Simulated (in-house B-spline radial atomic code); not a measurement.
Sr²⁺. Computed with a B-spline radial atomic code. Model: non-relativistic spherical atom: semilocal Troullier-Martins pseudo-atom, one channel per l, against all electrons, high spin, G0W0 and RPA with empty states to l = 8, local potential for every l without a channel, a model core (radius 0 = none) keeps its share of the functional.

Without relativity these are model numbers for so heavy an element.

What the tables leave out is listed at the end.

The pseudopotential gives back the lowest level of each angular momentum of its own functional in the configuration it was made in; a second state of the same l is only approximately right. Exact exchange, RPA and GW see the smooth pseudo-orbitals and miss the exchange with the core, for which the functional's share stands in. The column with an uncorrelated core keeps all orbitals and exact exchange, and so separates missing core correlation from pseudisation. Only the three outermost levels and the lowest empty one were computed. RPA here is direct RPA, with no exchange kernel, and its energies carry an (l + 1/2)⁻⁴ tail. A hybrid on a potential with a model core restores only its own semilocal share of the core's exchange.

Command:
```bash
python run_psgw.py task.json out
```
Settings (lengths in bohr, energies in hartree):
```
Z                      38
electrons              36
configuration          [Ar] 3d10 4s2 4p6
generated_in           [Kr] 5s2
functional             lda,vwn
core_shells            5
radius_factor          0.8
core_correction        False
```

Time taken, with all properties: 15 s on 1 thread of Intel(R) Xeon(R) Platinum 8488C (Sapphire Rapids), on a shared host.

Given: made with LDA VWN5; model core radius 0 bohr; local radius 0.926 bohr; mean-field start LDA VWN5.

Valence shells of the generating configuration: 3d, 4s, 4p, 5s.

Channel: s 0.963, p 1.064, d 0.902 (radii in bohr).

Computed: largest level miss in the spin-unpolarised generating configuration 0.102 eV; valence RPA correlation energy pseudo -1.4774 hartree; all-electron RPA polarisability, core included 5.4489 bohr³; pseudo-atom RPA polarisability 5.3496 bohr³.

```tsv
level	occupied	mean-field all-electron (eV)	mean-field pseudo minus all (eV)	G0W0 all-electron (eV)	G0W0 uncorrelated core minus all (eV)	G0W0 pseudo minus all (eV)	exchange self-energy all-electron (eV)	exchange self-energy pseudo (eV)
4p	1	-36.593	-0.273	-43.115	-0.052	-1.009	-27.615	-25.799
3d	1	-144.96	-0.536	-159.45	-0.785	7.995	-92.455	-61.791
```

(1) What is the valence RPA correlation energy all-electron orbitals?

Given: mean-field start PBE0.

Computed: valence RPA correlation energy all-electron orbitals -1.0987 hartree; valence RPA correlation energy pseudo -1.4316 hartree; all-electron RPA polarisability, core included 5.0125 bohr³.

```json
{"level": "4p", "occupied": "1", "mean-field all-electron (eV)": "-38.391", "mean-field pseudo minus all (eV)": "-0.468", "G0W0 all-electron (eV)": "-43.257", "G0W0 uncorrelated core minus all (eV)": "-0.047", "G0W0 pseudo minus all (eV)": "-0.909", "exchange self-energy all-electron (eV)": "-27.465", "exchange self-energy pseudo (eV)": "-25.98"}
{"level": "5s (empty)", "occupied": "0", "mean-field all-electron (eV)": "-12.546", "mean-field pseudo minus all (eV)": "-0.262", "G0W0 all-electron (eV)": "-10.838", "G0W0 uncorrelated core minus all (eV)": "-0.004", "G0W0 pseudo minus all (eV)": "-0.259", "exchange self-energy all-electron (eV)": "-1.8664", "exchange self-energy pseudo (eV)": "-1.8849"}
```

(2) What is the pseudo-atom RPA polarisability?

Given: mean-field start Hartree-Fock.

Computed: valence RPA correlation energy all-electron orbitals -0.98782 hartree; valence RPA correlation energy pseudo -1.3155 hartree; pseudo-atom RPA polarisability 3.8173 bohr³.

| level | occupied | mean-field all-electron (eV) | mean-field pseudo minus all (eV) | G0W0 all-electron (eV) | G0W0 uncorrelated core minus all (eV) | G0W0 pseudo minus all (eV) | exchange self-energy all-electron (eV) | exchange self-energy pseudo (eV) |
| --- | --- | --- | --- | --- | --- | --- | --- | --- |
| 4p | 1 | -42.956 | -1.048 | -43.601 | -0.037 | -0.641 | -27.134 | -26.479 |
| 4s | 1 | -64.641 | -0.113 | -61.891 | -0.044 | -0.525 | -34.727 | -32.307 |
| 5s (empty) | 0 | -10.268 | -0.142 | -10.8 | -0.001 | -0.172 | -1.2214 | -1.1452 |

(3) What is the all-electron RPA polarisability, core included?

Answers

(1) -1.1463 hartree.

(2) 4.8296 bohr³.

(3) 4.1628 bohr³.

Among the listed levels the largest G0W0 shift of the pseudo-atom is +8.00 eV, for 3d on the LDA VWN5 start, while leaving the core uncorrelated moves that level by -0.79 eV. So pseudisation and the lost core exchange, not the missing core correlation, make the error. Not in the tables (levels of low weight, unsolved or above zero; the highest and the empty levels are kept at any weight): on LDA the G0W0 levels 4s (pseudo minus all -0.92 eV, weights 0.55 and 0.57); on PBE0 the G0W0 levels 4s (pseudo minus all -0.91 eV, weights 0.74 and 0.72), 3d (pseudo minus all +8.89 eV, weights 0.55 and 1.70); on Hartree-Fock the G0W0 levels 3d (pseudo minus all +9.81 eV, weights 0.46 and 0.28).
